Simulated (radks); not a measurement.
Question: The ruthenium ion Ru25+, configuration [Ar] 3d1. All-electron calculation, scalar-relativistic Kohn-Sham, r2SCAN, spin-polarised, spherical densities, finite nucleus; open shells are filled with parallel spins first (spin-orbit coupling, left out, can overturn this in heavy ions); meta-GGA in the generalised Kohn-Sham scheme; Fermi nuclear charge, rms radius 4.4809 fm. Program: a radial shooting solver on a logarithmic mesh with Libxc functionals. Some entries of the table are withheld. Estimate them.

orbital  occ.  eigenvalue (eV)  <1/r> (bohr^-1)
1s up       1        -23081.90            45.86
1s down     1        -23081.89            45.86
2s up       1        -4256.347            10.46
2s down     1        -4252.292            10.47
2p up       3        -3929.318            10.12
2p down     3        -3926.314            10.12
3s up       1        -1475.651              (1)
3s down     1        -1471.249              (2)
3p up       3        -1367.725            3.865
3p down     3        -1363.019            3.854
3d up       1              (3)              (4)
3d down     0              (5)              (6)

Answer: 
(1) 3s up <1/r> (bohr^-1): 4.010
(2) 3s down <1/r> (bohr^-1): 4.000
(3) 3d up eigenvalue (eV): -1216.740
(4) 3d up <1/r> (bohr^-1): 3.687
(5) 3d down eigenvalue (eV): -1210.744
(6) 3d down <1/r> (bohr^-1): 3.680
